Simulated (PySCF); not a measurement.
WF4 (singlet). Level of theory: PBE in PySCF with W def2-SVP with ECP60, F def2-SVP; scalar-relativistic core potentials, no spin–orbit coupling; density-fitted integrals.

Harmonic bands of its minimum:

| ω (cm⁻¹) | IR (km/mol, summed over degenerate members) | degeneracy |
| --- | --- | --- |
| 111 | 0.0 | 1 |
| 157 | 2.3 | 1 |
| 173 | 24.4 | 2 |
| 281 | 0.0 | 1 |
| 693 | 11.1 | 1 |
| 719 | 335 | 2 |
| 727 | 0.0 | 1 |

**Question.** The central atom is W. Infer the point group and assign the bands.

**Answer.** D2d. The modes span 2a1 + 2b2 + 2e + b1: 111 a1, 157 b2, 173 e, 281 b1, 693 b2, 719 e, 727 a1. The computed geometry has W–F 1.847 Å (×4); F–W–F 91.9° (×4), F–W–F 158.8° (×2).

Only a few start shapes were tried, so a lower isomer may exist. Spin–orbit coupling, left out here, can matter for elements this heavy.
